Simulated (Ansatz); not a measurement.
`BS[SiH2]C` + `C[SiH3]` → `BS[SiH2][SiH2]C` + CH₄  (formal exchange of groups at the Si–C bond)

Isolated molecules relaxed with PBE0-D4/def2-TZVP in Ansatz; ΔE leaves out vibrations. CCSD(T)/CBS adds triple-zeta CCSD(T) − MP2 to the extrapolated MP2 energy (def2 sets, frozen cores). This one scheme is used for every species. DFT in def2-TZVPP. B3LYP here is the variant with VWN-RPA as its local correlation; programs differ in this. Each species was taken in one conformer, which may not be the lowest.

```
             level  ΔE (kJ/mol)  difference from CCSD(T)/CBS
         r2SCAN-D4         -9.4                         -3.9
           PBE0-D4        -14.8                         -9.3
          B3LYP-D4         -9.7                         -4.2
           ωB97M-V         -0.3                          5.2
            r2SCAN         -7.7                         -2.2
              PBE0         -9.8                         -4.3
             B3LYP         -1.6                          3.9
     HF/def2-TZVPP         10.2                         15.7
    MP2/def2-TZVPP         -0.6                          4.9
   CCSD/def2-TZVPP         -1.7                          3.8
CCSD(T)/def2-TZVPP         -4.4                          1.1
     HF/def2-QZVPP         11.1                         16.6
    MP2/def2-QZVPP         -0.9                          4.6
SCS-MP2/def2-QZVPP          1.7                          7.2
     MP2/CBS(def2)         -1.7                          3.8
    CCSD/CBS(def2)         -2.8                          2.7
       CCSD(T)/CBS         -5.5                            0
```

Largest T1 diagnostic among the species: 0.014.

In def2-TZVPP, CCSD(T) changes the Hartree–Fock value by −14.5 kJ/mol (the triples alone add −2.7 kJ/mol) and MP2 by −10.7 kJ/mol. The D4 term adds −8.0 kJ/mol with B3LYP and −5.0 kJ/mol with PBE0; it sums over pairs of atoms, weighted by their polarisabilities, and B3LYP, whose exchange is more repulsive, gets the larger term.
